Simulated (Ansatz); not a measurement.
Input file for Ansatz (a program for electronic structure): R-CCSD(T)/cc-pV(T+d)Z on O2S2 (SMILES O=S(=O)=S). The basis file is the Basis Set Exchange's JSON of that set.

Ansatz 0.2 input:
```yaml
crystal:
  periodic: [false, false, false]
  atoms:
    - {symbol: S, position_ang: [-0.00000000, -0.00000000, -0.10751117]}
    - {symbol: S, position_ang: [0.00000000, 0.00000000, 1.77381092]}
    - {symbol: O, position_ang: [1.18534578, 0.35556431, -0.83314988]}
    - {symbol: O, position_ang: [-1.18534578, -0.35556431, -0.83314988]}
basis:
  gaussian:
    orbitals: cc-pV_T+d_Z.json
magnetization: {spin_polarized: false}
correlation: {method: ccsd_t, electrons: outside_noble_gas}
scf: {lower_state_search: off}
```

It printed:

```
WARN ansatz: RAYON_NUM_THREADS=4 ignored (pool sized by the plan → 4); use --threads N
Functional definition: HF
these checks for a lower state are left out or cut short: stability, starts, cluster_reference, orbital_swaps, neighbouring_geometries, increment
integrals: 0.27 GiB planned
844 factors; integrals over basis functions are off by at most 6.9e-4 eV
mean field: 0.37 GiB planned
mean field evaluation 1: about -25704.3211 eV, gradient 5.1e1 eV
mean field evaluation 2: about -25704.6876 eV, gradient 5.2e1 eV
mean field evaluation 4: about -25709.6174 eV, gradient 3.1e0 eV
mean field evaluation 8: about -25709.6825 eV, gradient 3.9e-1 eV
mean field evaluation 16: about -25709.6834 eV, gradient 2.4e-6 eV
mean field -25709.68341278 eV, -944.8134387703 hartree, gradient 2.7e-6 eV, S^2 0.000000; 0 other end points of the search recorded, 0 dependent functions left out
12 core orbitals not correlated
reference -25709.68341278 eV, -944.8134387703 hartree; 12, 12 occupied and 114, 114 virtual orbitals, 844 factors
second order -22.73735715 eV of doubles, -0.00000000 eV of singles
coupled cluster: 0.57 GiB planned
cycle   1  -21.77076597 eV  change    9.7e-1 eV  update   1.5e-1
cycle   2  -22.52957140 eV  change   -7.6e-1 eV  update   5.7e-2
cycle   3  -22.71143597 eV  change   -1.8e-1 eV  update   2.3e-2
cycle   4  -22.68993565 eV  change    2.2e-2 eV  update   6.5e-3
cycle   5  -22.68228015 eV  change    7.7e-3 eV  update   2.5e-3
cycle   6  -22.68403110 eV  change   -1.8e-3 eV  update   9.9e-4
cycle   7  -22.68346656 eV  change    5.6e-4 eV  update   2.3e-4
cycle   8  -22.68332966 eV  change    1.4e-4 eV  update   9.5e-5
cycle   9  -22.68337792 eV  change   -4.8e-5 eV  update   3.8e-5
cycle  10  -22.68337717 eV  change    7.5e-7 eV  update   2.1e-5
perturbative correction -1.25383752 eV, -0.0460776790 hartree
Total energy: -25733.62062747 eV, -945.6931151849 hartree
Checks for a lower state left out: stability, starts, cluster_reference, orbital_swaps, neighbouring_geometries, increment
```

The calculation finished and met its thresholds.

Cost: roughly 17 core-seconds.
